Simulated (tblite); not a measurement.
Run record: tight-binding relaxation, `F[C@@H]1CC[C@@H](F)[C@@](F)(Br)C1`.

Computed with GFN2-xTB geometry optimisation, gas phase (tblite 0.8.0). Start geometry: from a force field or distance geometry. The input is one job of a driver script: a line of settings, then coordinates in Å.

Command:
```bash
OMP_NUM_THREADS=1 python probes_run.py task.json out
```

Input:
```
{"job": {"kind": "relax", "xc": "GFN2-xTB", "basis": "xTB"}, "charge": 0, "multiplicity": 1}
F     -1.664800     1.139900     0.900500
C     -1.349500     0.571000    -0.297300
C     -1.182700    -0.936000    -0.054300
C      0.009800    -1.240900     0.823900
C      1.283000    -0.628800     0.275700
F      1.520800    -1.227000    -0.938500
C      1.121500     0.881700     0.069400
F      0.972700     1.472500     1.295000
Br     2.751700     1.614000    -0.738800
C     -0.076900     1.222100    -0.804000
H     -2.177500     0.756300    -0.977000
H     -1.082400    -1.445100    -1.020300
H     -2.102300    -1.323700     0.428700
H     -0.165600    -0.876600     1.845000
H      0.124900    -2.327400     0.896500
H      2.125600    -0.851100     0.941100
H     -0.217700     2.313200    -0.815900
H      0.100700     0.892100    -1.841400
```

Task: Give the output.

Result: 
```
step      E/eV     max force
  0    -958.62969    0.887
  1    -958.66954    0.333
  2    -958.67944    0.196
  3    -958.68827    0.194
  4    -958.69198    0.150
  5    -958.69442    0.098
  6    -958.69623    0.091
  7    -958.69806    0.093
  8    -958.69935    0.081
  9    -958.70022    0.061
... (19 lines left out)
 29    -958.70710    0.022
 30    -958.70718    0.021
 31    -958.70724    0.024
 32    -958.70731    0.022
 33    -958.70737    0.018
 34    -958.70740    0.014
 35    -958.70742    0.014
 36    -958.70745    0.013
 37    -958.70747    0.013
 38    -958.70749    0.008
```

«max force» is the largest atomic force in eV/Å.

Task: From which step on does the largest force stay under 0.1 eV/Å, and how much energy is left to gain from there?

Result: From step 5 (0.098 eV/Å), 13.1 meV above the end.

In short: energy lowered by 1.8 kcal/mol over 38 steps; largest atomic force 0.008 eV/Å at the end.

Task: Give the final coordinates.

Result: 0.056 Å rms from the input after alignment:
```
atom  x, y, z in Å
F1    -1.7496    1.1313    0.9125
C2    -1.3659    0.5523   -0.2799
C3    -1.1884   -0.9480   -0.0728
C4    -0.0066   -1.2296    0.8529
C5     1.2735   -0.6488    0.2607
F6     1.5197   -1.2220   -0.9651
C7     1.1181    0.8610    0.0705
F8     1.0414    1.4361    1.2989
Br9    2.7573    1.5996   -0.7655
C10   -0.0851    1.2235   -0.7837
H11   -2.1841    0.7575   -0.9825
H12   -1.0211   -1.4170   -1.0432
H13   -2.1006   -1.3576    0.3617
H14   -0.1755   -0.7706    1.8283
H15    0.1198   -2.3043    0.9857
H16    2.1462   -0.8600    0.8914
H17   -0.2136    2.3083   -0.7757
H18    0.1057    0.8945   -1.8060
```

Time: 0.97 s of wall time. Hardware: one thread of an Intel Xeon at 2.50 GHz, no GPU, shared host with 64 logical CPUs at a one-minute load of 62.
Labels such as C1 count atoms from 1, the log's own numbers from 0.
